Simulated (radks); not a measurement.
Question: Excited configurations of the chlorine ion Cl3+: one electron is placed in a higher orbital outside [Ne] 3s2 3p1. The ground configuration is [Ne] 3s2 3p2. All-electron calculation, non-relativistic Kohn-Sham, BLYP, spin-polarised, spherical densities, point nucleus; open shells are filled with parallel spins first. Program: a radial shooting solver on a logarithmic mesh with Libxc functionals. Excitation = E - E(ground); binding = E(ion) - E, where the ion is the core of charge +4; n* = 4/sqrt(2 binding) in atomic units, and the quantum defect is n - n*.

outer orbital  excitation (eV)  binding (eV)     n*  quantum defect  eigenvalue (eV)  <r> (bohr)
4s                      26.362        26.759  2.852           1.148          -23.637       3.138
4d                      35.948        17.173  3.560           0.440          -14.900       4.103
5s                      38.097        15.024  3.807           1.193          -13.383       5.587
5p                      39.790        13.331  4.041           0.959          -11.808       6.068
6s                      43.481         9.640  4.752           1.248           -8.639       8.699
6d                      45.669         7.452  5.405           0.595           -6.604       10.55
7s                      46.383         6.738  5.684           1.316           -6.060       12.48
7f                      48.078         5.043  6.570           0.430           -4.476       15.27

Estimate the row for 7d.

Answer: excitation (eV) 47.666; binding (eV) 5.455; n* 6.317; quantum defect 0.683; eigenvalue (eV) -4.866; <r> (bohr) 14.75. The Delta-SCF ionisation energy is 53.121 eV (NIST Atomic Spectra Database: 53.2 eV, semi-empirical). Self-interaction in the functional shifts the binding energies and quantum defects, so they are the method's values and not measured ones. Open shells are spherical and high-spin; term and fine-structure splittings are not resolved.
